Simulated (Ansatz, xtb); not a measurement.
# FOSi2: which of two structures lies lower

Structure I is a doublet given by its coordinates and structure II is a doublet given by its coordinates. Both are isolated molecules in the gas phase, relaxed with r2SCAN-D4/def2-SVP.

I (Å):

```yaml
atoms:
  - { symbol: F, position_ang: [0.1359, 1.6867, 0.0703] }
  - { symbol: O, position_ang: [-0.5923, -0.7942, 0.1127] }
  - { symbol: Si, position_ang: [-0.0863, 0.4782, -1.0208] }
  - { symbol: Si, position_ang: [0.8537, -1.5851, 0.2482] }
```

Close contacts (Å): F1–Si3 1.64, O2–Si3 1.78, O2–Si4 1.65, Si3–Si4 2.60.

II (Å):

```xyz
4

F     1.3718   -1.8466   -0.1623
O    -1.0600    1.2997   -2.7598
Si   -0.2128    0.2366   -2.0389
Si    0.2599   -0.6802    0.1350
```

Close contacts (Å): F1–Si4 1.64, O2–Si3 1.54, Si3–Si4 2.41.

Quicker runs give these differences E(II) − E(I): GFN2-xTB −14.6 kcal/mol; HF/STO-3G +48.7 kcal/mol (at GFN2-xTB geometries); r2SCAN-D4/def2-SVP//GFN2-xTB +30.4 kcal/mol.

**Question.** Estimate E(II) − E(I) at the level CCSD(T)/def2-SVP.

**Answer.** Calculated at CCSD(T)/def2-SVP: E(II) − E(I) = +32.4 kcal/mol, so structure I lies lower.

How the difference moves with the method:

```tsv
level	geometry	E(II) − E(I) (kcal/mol)	departure from the last row (kcal/mol)	job, with rough time for the two
GFN2-xTB	GFN2-xTB	−14.6	−46.9	optimisation, 0.41 s
HF/STO-3G	GFN2-xTB	+48.7	+16.3	single point, 2.9 s
r2SCAN-D4/def2-SVP//GFN2-xTB	GFN2-xTB	+30.4	−2.0	single point, 7.8 s
r2SCAN-D4/def2-SVP	r2SCAN-D4/def2-SVP	+29.4	−2.9	optimisation, 86 s
HF/def2-SVP	r2SCAN-D4/def2-SVP	+45.6	+13.3	part of the CCSD(T) run
MP2/def2-SVP	r2SCAN-D4/def2-SVP	+30.9	−1.5	part of the CCSD(T) run
CCSD(T)/def2-SVP	r2SCAN-D4/def2-SVP	+32.4		single point, 29 s
```

GFN2-xTB puts the two in the other order. The largest departure from CCSD(T)/def2-SVP is that of GFN2-xTB, 46.9 kcal/mol.

With harmonic frequencies from r2SCAN-D4/def2-SVP (ideal gas, rigid rotor, one conformer each, 298.15 K, 1 atm): the zero-point term adds −0.3 kcal/mol; ΔH is +32.5 and ΔG +31.2 kcal/mol.

Open shells are spin-unrestricted, with notable spin contamination under HF/STO-3G. The correlated steps freeze 12 core orbitals. Mirror images aren't counted in ΔG. Run with Ansatz 0.2.0, xtb 6.7.1; the last row on 1 thread of Intel(R) Xeon(R) Platinum 8259CL CPU @ 2.50GHz (Skylake/Cascade Lake) on a shared host.
